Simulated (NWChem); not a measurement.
Molecule: WN$_{2}$H$_{4}$O$_{2}$; SMILES [OH][W](=[NH])(=[NH])[OH]

```xyz
9

W      0.0000     0.0000    -0.0072
N      0.0051    -1.4195    -1.0295
H      0.0059    -1.9507    -1.8928
N     -0.0051     1.4195    -1.0295
H     -0.0059     1.9507    -1.8928
O     -1.5637    -0.0050     1.0665
H     -2.4959     0.0046     0.8347
O      1.5637     0.0050     1.0665
H      2.4959    -0.0046     0.8347
```
Atoms are numbered in this order, from 1.

Program: NWChem. Medium grid unless said otherwise, to which SCAN and Minnesota functionals are sensitive. Geometry: optimised at PBE0/def2-SVP. No frequency run checked for a minimum. def2 effective core potentials on W; no spin-orbit coupling. B3LYP is NWChem's, with the RPA form of VWN correlation.

Order these by “highest occupied level (eV)”, lowest first: B3LYP/def2-SVP; TPSS/def2-SVP; PBE0/def2-SVP; SCAN/def2-SVP.

PBE0/def2-SVP (-7.14), B3LYP/def2-SVP (-6.85), SCAN/def2-SVP (-6.09), TPSS/def2-SVP (-5.82)
